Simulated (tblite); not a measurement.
C5H16OSi2.
Atom-mapped SMILES: `[CH3:1][CH2:2][CH2:3][O:4][CH2:5][Si@@H:6]([CH3:7])[SiH3:8]` (hydrogens: H9, H10, H11 on C1; H12, H13 on C2; H14, H15 on C3; H16, H17 on C5; H18 on Si6; H19, H20, H21 on C7; H22, H23, H24 on Si8)

Structure optimised with GFN2-xTB, isolated species.

List the bond lengths, angles and torsions at this level.

```csv
bond,length (Å)
C1–C2,1.523
C2–C3,1.524
C3–O4,1.406
O4–C5,1.416
C5–Si6,1.916
Si6–C7,1.907
Si6–Si8,2.315
"C1–H9, C1–H10, C1–H11",1.088
C2–H12,1.091
C2–H13,1.091
C3–H14,1.103
C3–H15,1.103
C5–H16,1.099
C5–H17,1.098
Si6–H18,1.479
"C7–H19, C7–H20, C7–H21",1.087
"Si8–H22, Si8–H23, Si8–H24",1.467
```

Bonds in one row agree within 0.01 Å and their mean is given. A selection of angles:
```csv
angle,degrees
C1–C2–C3,111.9
C2–C3–O4,108.7
C3–O4–C5,114.7
O4–C5–Si6,102.2
C5–Si6–C7,107.9
C5–Si6–Si8,103.0
C7–Si6–Si8,113.1
```

Dihedral angles: C1–C2–C3–O4 -179° (antiperiplanar); C2–C3–O4–C5 177° (antiperiplanar); C3–O4–C5–Si6 -176° (antiperiplanar); O4–C5–Si6–C7 -90°.

Si6 (SiH silicon) is distorted tetrahedral (angles from 103.0° to 118.7°). Si8 (SiH3 silicon) is distorted tetrahedral (angles from 105.5° to 113.8°). Of the pairs four or more bonds apart, H15···H16 is among the closest relative to their van der Waals radii: 2.39 Å, 100 % of the sum of Bondi's values.

Point group: C1 (no symmetry element, even within 0.4 Å). Its GFN2-xTB frequencies are all real (lowest 20 cm⁻¹). The numbers are those of one conformer. 3 starts were optimised and ended at 0.00, 0.14 and 0.25 kcal/mol (GFN2-xTB); the lowest of these is shown.

The numbers are calculated, not measured.
